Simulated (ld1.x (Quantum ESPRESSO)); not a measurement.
# Pb (Z = 82): TM pseudisation with LDA (PZ), scalar-relativistic reference atom.

ld1.x (Quantum ESPRESSO) 7.5 was run on this input:

```
&input
   title='Pb', zed=82., rel=1, dft='PZ', iswitch=3,
   config='[Xe] 4f14 5d10 6s2 6p1',
   nld=3, rlderiv=2.35, eminld=-4.0, emaxld=5.0, deld=0.02
 /
 &inputp
   pseudotype=2, tm=.true., lloc=1,
   nlcc=.true., rcore=1.35,
   file_pseudopw='Pb.UPF', file_wfcaegen='ae.wfc', file_wfcncgen='nc.wfc', file_beta='beta', file_chi='chi'
 /
3
6S  1  0   2.00   0.00  1.65  1.65  0.0
5D  3  2  10.00   0.00  1.60  1.60  0.0
6P  2  1   1.00   0.00  2.15  2.15  0.0
 &test
   configts(1)='5d10 6s2 6p1'
 /
```

Command:

```bash
ld1.x < Pb.in > Pb.out
```

Resulting log (shortened: banner, matrices, multipoles, cross overlaps and the repeated all-electron block are left out):

```
Program LD1 v.7.5
     --------------------------- All-electron run ----------------------------

     Pb
     scalar relativistic calculation

     atomic number is 82.00
     dft =PZ   lsd =0 sic =0 latt =0  beta=0.20 tr2=1.0E-14
     Exchange-correlation= PZ
                           (   1   1   0   0   0   0   0)
     mesh =1281 r(mesh) =  98.81810 a.u. xmin = -7.00 dx = 0.01250
     1 Ry =  13.60569312 eV, c = 137.03599908

     n l     nl                  e(Ry)          e(Ha)          e(eV)
     1 0     1S 1( 2.00)     -6473.5500     -3236.7750    -88077.1347
     2 0     2S 1( 2.00)     -1158.4290      -579.2145    -15761.2301
     2 1     2P 1( 6.00)      -993.9732      -496.9866    -13523.6946
     3 0     3S 1( 2.00)      -278.4914      -139.2457     -3789.0687
     3 1     3P 1( 6.00)      -231.3522      -115.6761     -3147.7070
     4 0     4S 1( 2.00)       -63.4375       -31.7187      -863.1107
     4 1     4P 1( 6.00)       -47.9879       -23.9939      -652.9085
     3 2     3D 1(10.00)      -183.2356       -91.6178     -2493.0467
     5 0     5S 1( 2.00)       -11.1863        -5.5931      -152.1971
     5 1     5P 1( 6.00)        -6.8892        -3.4446       -93.7322
     4 2     4D 1(10.00)       -30.1145       -15.0572      -409.7286
     4 3     4F 1(14.00)       -10.3662        -5.1831      -141.0388
     5 2     5D 1(10.00)        -2.1333        -1.0667       -29.0250
     6 0     6S 1( 2.00)        -1.4400        -0.7200       -19.5921
     6 1     6P 1( 1.00)        -0.7463        -0.3731       -10.1533

     final scf error:  1.9E-15 reached in  28 iterations

     Etot =  -41740.898017 Ry,  -20870.449008 Ha, -567913.849095 eV

     Ekin =   47183.223283 Ry,   23591.611642 Ha,  641960.456543 eV
     Encl = -104205.791849 Ry,  -52102.895925 Ha,-1417792.025540 eV
     Eh   =   16031.713213 Ry,    8015.856606 Ha,  218122.570211 eV
     Exc  =    -750.042663 Ry,    -375.021332 Ha,  -10204.850307 eV

     normalization and overlap integrals

     s(1S/1S) =  1.000000  <r> =   0.0161  <r2> =    0.0004  r(max) =   0.0099
     s(2S/2S) =  1.000000  <r> =   0.0676  <r2> =    0.0054  r(max) =   0.0575
     s(2P/2P) =  1.000000  <r> =   0.0615  <r2> =    0.0046  r(max) =   0.0476
     s(3S/3S) =  1.000000  <r> =   0.1746  <r2> =    0.0349  r(max) =   0.1622
     s(3P/3P) =  1.000000  <r> =   0.1766  <r2> =    0.0362  r(max) =   0.1622
     s(4S/4S) =  1.000000  <r> =   0.3845  <r2> =    0.1668  r(max) =   0.3609
     s(4P/4P) =  1.000000  <r> =   0.4103  <r2> =    0.1912  r(max) =   0.3842
     s(3D/3D) =  1.000000  <r> =   0.1600  <r2> =    0.0299  r(max) =   0.1311
     s(5S/5S) =  1.000000  <r> =   0.8524  <r2> =    0.8144  r(max) =   0.7833
     s(5P/5P) =  1.000000  <r> =   0.9763  <r2> =    1.0756  r(max) =   0.8766
     s(4D/4D) =  1.000000  <r> =   0.4312  <r2> =    0.2146  r(max) =   0.3890
     s(4F/4F) =  1.000000  <r> =   0.4539  <r2> =    0.2467  r(max) =   0.3476
     s(5D/5D) =  1.000000  <r> =   1.3018  <r2> =    1.9730  r(max) =   1.0707
     s(6S/6S) =  1.000000  <r> =   2.2403  <r2> =    5.6629  r(max) =   1.9509
     s(6P/6P) =  1.000000  <r> =   2.9842  <r2> =   10.1342  r(max) =   2.5050

     ------------------------ End of All-electron run ------------------------

     --------------------- Generating NC pseudopotential ---------------------

      Generating local pot.: lloc=1, matching radius rcloc =   2.1500

      Computing core charge for nlcc:

       r > 1.36 : true rho core
       r < 1.36 : rho core = a sin(br)/r    a=   6.47  b=   2.00

      Integrated core pseudo-charge :   5.52

      Wfc   6S  rcut= 1.638  Using Troullier-Martins method

      Wfc   5D  rcut= 1.597  Using Troullier-Martins method

     ------------------- End of pseudopotential generation -------------------

     Computing logarithmic derivative in   2.33859
     Computing logarithmic derivative in   2.33859
     Computing the partial wave expansion
     R is outside the sphere for l=    0 j= 0.00
       no projector for channel:   1
     R is outside the sphere for l=    2 j= 0.00

     ---------------------- Testing the pseudopotential ----------------------

     Pb
     scalar relativistic calculation

     atomic number is 82.00   valence charge is 14.00
     dft =PZ   lsd =0 sic =0 latt =0  beta=0.20 tr2=1.0E-14
     mesh =1281 r(mesh) =  98.81810 xmin = -7.00 dx = 0.01250

     n l     nl             e AE (Ry)        e PS (Ry)    De AE-PS (Ry)
     3 2     5D   1(10.00)       -2.13330       -2.13331        0.00001
     1 0     6S   1( 2.00)       -1.43999       -1.43999       -0.00000
     2 1     6P   1( 1.00)       -0.74626       -0.74626       -0.00000

     eps = 1.1E-15  iter =  6

     Etot =  -41740.898017 Ry,  -20870.449008 Ha, -567913.849095 eV
     Etotps =  -127.622546 Ry,     -63.811273 Ha,   -1736.393194 eV

     Ekin =      71.579430 Ry,      35.789715 Ha,     973.887755 eV
     Encl =    -194.434296 Ry,     -97.217148 Ha,   -2645.413368 eV
     Ehrt =      98.751504 Ry,      49.375752 Ha,    1343.582665 eV
     Ecxc =     -24.516497 Ry,     -12.258248 Ha,    -333.563929 eV
     (Ecc =      -6.708414 Ry,      -3.354207 Ha,     -91.272621 eV)
     Epseu=     -79.002687 Ry,     -39.501344 Ha,   -1074.886317 eV

     ---------------------- End of pseudopotential test ----------------------
```

Generation and configuration tests took about 2.1 s on one core of a shared server CPU.

Transferability test of the new file with ld1.x, input:

```
&input
   title='Pb', zed=82., rel=1, dft='PZ', iswitch=2,
   config='[Xe] 4f14 5d10 6s2 6p1'
 /
 &test
   file_pseudo='Pb.UPF', nconf=10,
   configts(1)='5d10 6s2 6p1',
   configts(2)='5d10 6s2 6p2',
   configts(3)='5d10 6s2 6p0',
   configts(4)='5d10 6s1 6p0',
   configts(5)='5d10 6s0 6p0',
   configts(6)='5d9 6s2 6p2',
   configts(7)='5d10 6s2 6p1.5',
   configts(8)='5d9 6s2 6p3',
   configts(9)='5d10 6s2 6p1', lsdts(9)=1,
   configts(10)='5d10 6s2 6p2', lsdts(10)=1
 /
```

```bash
ld1.x < Pb.test.in > Pb.test.out
```

Pseudopotential blocks of its output, shortened (energy terms left out):

```
     ---------------------- Testing the pseudopotential ----------------------

     n l     nl             e AE (Ry)        e PS (Ry)    De AE-PS (Ry)
     3 2     5D   1(10.00)       -2.13330       -2.13331        0.00001
     1 0     6S   1( 2.00)       -1.43999       -1.43999       -0.00000
     2 1     6P   1( 1.00)       -0.74626       -0.74626       -0.00000

     eps = 4.1E-15  iter =  6

     Etot =  -41740.898017 Ry,  -20870.449008 Ha, -567913.849094 eV
     Etotps =  -127.622545 Ry,     -63.811273 Ha,   -1736.393188 eV

     ---------------------- End of pseudopotential test ----------------------

          ---------------------- Testing the pseudopotential ----------------------

     n l     nl             e AE (Ry)        e PS (Ry)    De AE-PS (Ry)
     3 2     5D   1(10.00)       -1.56456       -1.56785        0.00328
     1 0     6S   1( 2.00)       -0.90579       -0.90622        0.00043
     2 1     6P   1( 2.00)       -0.27270       -0.27280        0.00010

     eps = 3.4E-15  iter =  8

     Etot =  -41741.400205 Ry,  -20870.700103 Ha, -567920.681719 eV
     Etotps =  -128.124996 Ry,     -64.062498 Ha,   -1743.229373 eV
     dEtot_ae =      -0.502189 Ry
     dEtot_ps =      -0.502450 Ry,   Delta E=       0.000262 Ry

     ---------------------- End of pseudopotential test ----------------------

          ---------------------- Testing the pseudopotential ----------------------

     n l     nl             e AE (Ry)        e PS (Ry)    De AE-PS (Ry)
     3 2     5D   1(10.00)       -2.79799       -2.79360       -0.00439
     1 0     6S   1( 2.00)       -2.04893       -2.04881       -0.00012
     2 1     6P   1( 0.00)       -1.28584       -1.28620        0.00037

     eps = 4.5E-15  iter = 12

     Etot =  -41739.886521 Ry,  -20869.943261 Ha, -567900.086994 eV
     Etotps =  -126.610458 Ry,     -63.305229 Ha,   -1722.623033 eV
     dEtot_ae =       1.011496 Ry
     dEtot_ps =       1.012088 Ry,   Delta E=      -0.000592 Ry

     ---------------------- End of pseudopotential test ----------------------

          ---------------------- Testing the pseudopotential ----------------------

     n l     nl             e AE (Ry)        e PS (Ry)    De AE-PS (Ry)
     3 2     5D   1(10.00)       -3.65181       -3.64915       -0.00266
     1 0     6S   1( 1.00)       -2.79170       -2.79339        0.00169
     2 1     6P   1( 0.00)       -1.94238       -1.94415        0.00177

     eps = 2.1E-15  iter =  7

     Etot =  -41737.470051 Ry,  -20868.735026 Ha, -567867.209247 eV
     Etotps =  -124.192607 Ry,     -62.096304 Ha,   -1689.726501 eV
     dEtot_ae =       3.427966 Ry
     dEtot_ps =       3.429938 Ry,   Delta E=      -0.001973 Ry

     ---------------------- End of pseudopotential test ----------------------

          ---------------------- Testing the pseudopotential ----------------------

     n l     nl             e AE (Ry)        e PS (Ry)    De AE-PS (Ry)
     3 2     5D   1(10.00)       -4.55200       -4.55862        0.00662  !
     1 0     6S   1( 0.00)       -3.56350       -3.57254        0.00904  !
     2 1     6P   1( 0.00)       -2.62723       -2.63496        0.00773  !

     eps = 1.4E-16  iter =  7

     Etot =  -41734.295370 Ry,  -20867.147685 Ha, -567824.015512 eV
     Etotps =  -121.012120 Ry,     -60.506060 Ha,   -1646.453775 eV
     dEtot_ae =       6.602647 Ry
     dEtot_ps =       6.610425 Ry,   Delta E=      -0.007778 Ry

     ---------------------- End of pseudopotential test ----------------------

          ---------------------- Testing the pseudopotential ----------------------

     n l     nl             e AE (Ry)        e PS (Ry)    De AE-PS (Ry)
     3 2     5D   1( 9.00)       -2.47361       -2.49333        0.01972  !
     1 0     6S   1( 2.00)       -1.60861       -1.60970        0.00109
     2 1     6P   1( 2.00)       -0.85072       -0.84648       -0.00424

     eps = 7.4E-16  iter = 10

     Etot =  -41739.393727 Ry,  -20869.696863 Ha, -567893.382183 eV
     Etotps =  -126.105590 Ry,     -63.052795 Ha,   -1715.753954 eV
     dEtot_ae =       1.504290 Ry
     dEtot_ps =       1.516956 Ry,   Delta E=      -0.012665 Ry

     ---------------------- End of pseudopotential test ----------------------

          ---------------------- Testing the pseudopotential ----------------------

     n l     nl             e AE (Ry)        e PS (Ry)    De AE-PS (Ry)
     3 2     5D   1(10.00)       -1.83444       -1.83630        0.00186
     1 0     6S   1( 2.00)       -1.16111       -1.16133        0.00022
     2 1     6P   1( 1.50)       -0.49890       -0.49894        0.00004

     eps = 2.2E-16  iter =  9

     Etot =  -41741.208388 Ry,  -20870.604194 Ha, -567918.071912 eV
     Etotps =  -127.933072 Ry,     -63.966536 Ha,   -1740.618115 eV
     dEtot_ae =      -0.310371 Ry
     dEtot_ps =      -0.310526 Ry,   Delta E=       0.000155 Ry

     ---------------------- End of pseudopotential test ----------------------

          ---------------------- Testing the pseudopotential ----------------------

     n l     nl             e AE (Ry)        e PS (Ry)    De AE-PS (Ry)
     3 2     5D   1( 9.00)       -1.88407       -1.90938        0.02531  !
     1 0     6S   1( 2.00)       -1.05265       -1.05540        0.00274
     2 1     6P   1( 3.00)       -0.34809       -0.34556       -0.00253

     eps = 2.9E-15  iter =  9

     Etot =  -41739.986530 Ry,  -20869.993265 Ha, -567901.447691 eV
     Etotps =  -126.695225 Ry,     -63.347613 Ha,   -1723.776354 eV
     dEtot_ae =       0.911486 Ry
     dEtot_ps =       0.927320 Ry,   Delta E=      -0.015834 Ry

     ---------------------- End of pseudopotential test ----------------------

          ---------------------- Testing the pseudopotential ----------------------

     n l     nl             e AE (Ry)        e PS (Ry)    De AE-PS (Ry)
     3 2     5D   1( 5.00)       -2.13603       -2.13641        0.00038
     1 0     6S   1( 1.00)       -1.45567       -1.45586        0.00019
     2 1     6P   1( 1.00)       -0.76493       -0.76503        0.00009
     3 2     5D   2( 5.00)       -2.12724       -2.12693       -0.00031
     1 0     6S   2( 1.00)       -1.41968       -1.41952       -0.00016
     2 1     6P   2( 0.00)       -0.72144       -0.72137       -0.00007

     eps = 3.7E-15  iter =  6

     Etot =  -41740.908686 Ry,  -20870.454343 Ha, -567913.994251 eV
     Etotps =  -127.633256 Ry,     -63.816628 Ha,   -1736.538912 eV
     dEtot_ae =      -0.010669 Ry
     dEtot_ps =      -0.010711 Ry,   Delta E=       0.000042 Ry

     ---------------------- End of pseudopotential test ----------------------

          ---------------------- Testing the pseudopotential ----------------------

     n l     nl             e AE (Ry)        e PS (Ry)    De AE-PS (Ry)
     3 2     5D   1( 5.00)       -1.56317       -1.56694        0.00378
     1 0     6S   1( 1.00)       -0.92567       -0.92639        0.00072
     2 1     6P   1( 2.00)       -0.29718       -0.29741        0.00022
     3 2     5D   2( 5.00)       -1.54940       -1.55225        0.00285
     1 0     6S   2( 1.00)       -0.86730       -0.86739        0.00009
     2 1     6P   2( 0.00)       -0.22769       -0.22758       -0.00010

     eps = 9.9E-16  iter =  8

     Etot =  -41741.433433 Ry,  -20870.716717 Ha, -567921.133808 eV
     Etotps =  -128.158407 Ry,     -64.079204 Ha,   -1743.683960 eV
     dEtot_ae =      -0.535417 Ry
     dEtot_ps =      -0.535862 Ry,   Delta E=       0.000445 Ry

     ---------------------- End of pseudopotential test ----------------------
```
